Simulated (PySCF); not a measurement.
PP3SSS nortricyclane, P4S3.
Z-matrix (Å and degrees, PBE0-D3(BJ)/def2-SVP geometry), rows numbered from 1:
```
P 
S   1  2.1216
P   2  2.1108  1  102.72
P   3  2.2556  2  103.45  1    30.87
S   4  2.1100  3  103.34  2     0.13
P   4  2.2534  3   59.99  2   -97.89
S   6  2.1086  3  103.46  4   -97.94
```

The closed-shell ground state was solved at several levels (PySCF, density fitting, gas phase, non-relativistic).

```json
{"level": "wB97X-D/def2-SVPD", "basis functions": "177", "HOMO (eV)": "-9.15", "LUMO (eV)": "-0.74", "gap (eV)": "8.41", "dipole (D)": "0.37"}
{"level": "PBE0/pcSseg-1", "basis functions": "168", "HOMO (eV)": "-7.71", "LUMO (eV)": "-2.54", "gap (eV)": "5.17", "dipole (D)": "0.23"}
```

Estimate the row for wB97X-D/pcSseg-1, a basis of 168 functions; the other rows only guide the guess.

HOMO -9.44 eV, LUMO -0.88 eV, gap 8.56 eV, dipole 0.28 D.

Over all these levels, which gives the widest orbital gap and which the narrowest?

wB97X-D/pcSseg-1 (range-separated hybrid) has the widest, 8.56 eV, and PBE0/pcSseg-1 (global hybrid, 25 % exact exchange) the narrowest, 5.17 eV. The two share the basis. From the narrowest to the widest the HOMO moves by -1.73 eV and the LUMO by +1.66 eV.

How far do the dipole and the HOMO energy spread over the levels?

The dipole runs from 0.23 to 0.37 D (mean 0.29 D) and the HOMO from -9.44 to -7.71 eV.

One conformer stands for the species.
